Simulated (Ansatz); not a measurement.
Total energies of `C[CH2][AlH][CH2]N`.

Cartesian coordinates in Å:
```
C -0.7371 1.3707 1.1625
C -0.8590 1.4249 -0.3597
Al 0.0368 0.0400 -1.4221
C 0.9266 -1.5456 -0.6654
N 0.5926 -1.8282 0.7297
H -1.1299 0.4332 1.5630
H -1.2794 2.1867 1.6504
H 0.3054 1.4479 1.4871
H -1.9191 1.3997 -0.6511
H -0.5062 2.3945 -0.7375
H 0.0696 0.2001 -3.0098
H 2.0106 -1.4908 -0.8776
H 0.5721 -2.3814 -1.2861
H 1.1224 -2.6130 1.0895
H 0.7946 -1.0386 1.3270
```

Total charge 0; spin multiplicity 1. The structure was optimised at the PBE0-D4/def2-TZVP level. It is one conformer, not always the lowest. Basis def2-TZVPP, the Gaussian-basis code of Ansatz.

RPA on PBE orbitals: Hartree–Fock energy of these orbitals -415.79466 Eh, correlation -1.41375 Eh (frozen core).

| functional | energy without D4 (Eh) | D4 term (kJ/mol) |
| --- | --- | --- |
| PBE | -417.19216 | -26.6 |
| r2SCANh | -417.42758 | -7.4 |

(1) Give the same for LDA (SPW92), revPBE, BLYP, r2SCAN, B97M-V, PBE0, B3LYP, r2SCAN0, HSE06 (plane-wave form), BHLYP, CAM-B3LYP, LC-ωPBE, ωB97X-V, ωB97M-V, B2PLYP, PBE-QIDH. (Estimate.)

B3LYP takes the VWN-RPA correlation (the form of Gaussian; ORCA's B3LYP/G). HSE06 is the plane-wave form, built on full-range PBE exchange. The double hybrids freeze the cores in their second-order part.

Answers

(1) Computed: 
```tsv
functional	energy without D4 (Eh)	D4 term (kJ/mol)
LDA (SPW92)	-414.91217	–
revPBE	-417.46419	-82.3
BLYP	-417.48059	-57.7
r2SCAN	-417.43587	-7.0
B97M-V	-417.51153	–
PBE0	-417.24413	-22.6
B3LYP	-417.60955	-42.3
r2SCAN0	-417.41615	-8.1
HSE06 (plane-wave form)	-417.22722	-21.1
BHLYP	-417.46358	-31.7
CAM-B3LYP	-417.48292	-22.9
LC-ωPBE	-417.38841	–
ωB97X-V	-417.48387	–
ωB97M-V	-417.45727	–
B2PLYP	-417.29359	–
PBE-QIDH	-417.13272	–
```

LC-ωPBE has ω = 0.4 bohr⁻¹.
